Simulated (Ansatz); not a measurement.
One change: `COCC[SiH3]` becomes `COC[SeH]`.

Ansatz, PBE0-D4/def2-TZVP geometries, multiplicity 1. Each molecule was computed in one conformer, which needn't be the lowest.

Scalar relativity is left out up to krypton. Spin–orbit coupling is left out; it splits and shifts lone-pair levels of the heavy atoms by tenths of an eV.

| property | `COCC[SiH3]` |
| --- | --- |
| HOMO–LUMO gap (B3LYP/def2-TZVPP) / eV | 7.71 |
| LUMO energy (B3LYP/def2-TZVPP) / eV | 0.45 |
| HOMO–LUMO gap (PBE0/def2-TZVPP) / eV | 8.19 |
| HOMO energy (ωB97M-V/def2-TZVPP) / eV | -9.91 |
| HOMO energy (B3LYP/def2-TZVPP) / eV | -7.26 |
| HOMO–LUMO gap (ωB97M-V/def2-TZVPP) / eV | 12.12 |

(1) Give the same properties after the change, and the shifts. (Estimate.)

Answers

(1) The calculation gave: 
| property | `COC[SeH]` | shift |
| --- | --- | --- |
| HOMO–LUMO gap (B3LYP/def2-TZVPP) / eV | 6.30 | -1.41 |
| LUMO energy (B3LYP/def2-TZVPP) / eV | -0.24 | -0.69 |
| HOMO–LUMO gap (PBE0/def2-TZVPP) / eV | 6.83 | -1.36 |
| HOMO energy (ωB97M-V/def2-TZVPP) / eV | -9.00 | 0.91 |
| HOMO energy (B3LYP/def2-TZVPP) / eV | -6.54 | 0.72 |
| HOMO–LUMO gap (ωB97M-V/def2-TZVPP) / eV | 10.82 | -1.30 |

With PBE0 the HOMO rises by 0.71 eV and the LUMO falls by 0.66 eV, so the gap narrows by about 1.37 eV. PBE moves the HOMO by 0.30 eV and ωB97M-V by 0.91 eV.

Positive LUMOs are unbound, so they and the gaps depend on the basis.

B3LYP here is the variant with VWN-RPA as its local correlation; programs differ in this.
